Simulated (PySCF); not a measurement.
**Simulated characterisation data**

Level of theory: coordinates at the GFN2-xTB level, GIAO PBE0/pcSseg-1 shieldings, in PySCF 2.14 (averaged over atoms made equivalent by symmetry, fast rotation or ring inversion, relativity neglected, isolated molecule, one conformer).

Shifts are taken against calculated references (same method and geometry level): TMS for ¹H and ¹³C. Where no couplings were computed, multiplicities follow the n + 1 count of equivalent neighbours, and m marks all less simple cases (inequivalent or close neighbours, rings, F or P nearby). Shifts are as computed. Against solution values, carbons near 30 ppm lie about +3 ppm off and those near 130 ppm about +5 ppm. Of 1309 compounds with measured shifts, 239 miss one by over three times the rms of a fit or turn the order of signals round; such compounds aren't used in these exercises. OH and NH positions are gas-phase values without hydrogen bonding to other molecules.

Compound 1 (C₅H₁₀O₂Si). ¹H NMR (600 MHz, computed): δ 4.53 (m, 1H), 4.32 (m, 1H), 4.14 (m, 1H), 3.88 (m, 1H), 3.78 (m, 1H), 3.37 (m, 1H), 1.77 (m, 1H), 1.10 (d, 3H). ¹³C{¹H} NMR (computed): δ 248.6, 89.2, 78.7, 23.9, 15.5. Structure: `C[C@@H]1COCC(=O)[SiH2]1`.

Compound 2 (CH₁₂N₂O₂Si₃). ¹H NMR (600 MHz, computed): δ 4.65 (s, 6H), 4.02 (s, 3H), 1.80 (br s, 1H), 0.53 (br s, 2H). ¹³C{¹H} NMR (computed): δ 52.4. Structure: `CO[Si@@](N)(O)N([SiH3])[SiH3]`.
